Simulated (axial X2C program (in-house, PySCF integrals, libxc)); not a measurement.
**Low determinants of ZrBr⁺ at the PBE0 level, spin-free**

All values were computed with an in-house all-electron X2C program for linear molecules (integrals from PySCF). Spin-free means the one-electron spin-free X2C Hamiltonian. Basis: Zr dyall-cv3z [11s12p9d6f3g], Br dyall-cv3z [8s9p6d4f1g] (cores contracted in-house); Gaussian nuclei, density fitting, unrestricted open shells. Masses: Zr 89.905 u, Br 78.918 u.

Search at 2.378 Å (vertical energies from the lowest determinant):

```csv
ΔE (eV),state,electrons beyond evenly filled partner blocks,"electrons in σ, π, δ, φ"
0.00,"M_S = 1, Λ = 2","σα, δ+α",33 32 9 0
0.27,"M_S = 1, Λ = 0","δ+α, δ-α",32 32 10 0
0.56,"M_S = 1, Λ = 3","π+α, δ+α",32 33 9 0
0.66,"M_S = 1, Λ = 1","π-α, δ+α",32 33 9 0
0.68,"M_S = 0, Λ = 2","σα, δ+β",33 32 9 0
0.82,"M_S = 1, Λ = 1","σα, π+α",33 33 8 0
1.01,"M_S = 0, Λ = 3","π+α, δ+β",32 33 9 0
```

Lowest determinant, M_S = 1, Λ = 2 (beyond evenly filled blocks: σα, δ+α): Re = 2.373 Å, ωe = 333.2 cm⁻¹.

The determinant in row 2 of the search, M_S = 1, Λ = 0 (beyond evenly filled blocks: δ+α, δ-α), was followed along the bond at PBE0; measured from the minimum of the lowest determinant it gives:

Te = 0.268 eV (2164 cm⁻¹), Re = 2.405 Å, ωe = 324.3 cm⁻¹.

**Question.** Compare the bond of the determinant in row 2 with that of the lowest one.

**Answer.** At PBE0 its Re is 0.032 Å longer and its force constant, which goes as ωe², is 0.95 times that of the lowest determinant. T0 ≈ Te + Δωe/2 = 2164 + (-4) = 2160 cm⁻¹.

The search compares states at one distance, so a state with another bond length can lie lower; it is not exhaustive and yields mostly the lowest determinant of each block pattern, so other components and higher states of one pattern are missing. These are energies of single determinants, not of spin-adapted states; PBE0 term energies can be off by some tenths of an eV, and the functional has no current term. The lowest determinant need not be the ground state where others lie within half an eV.
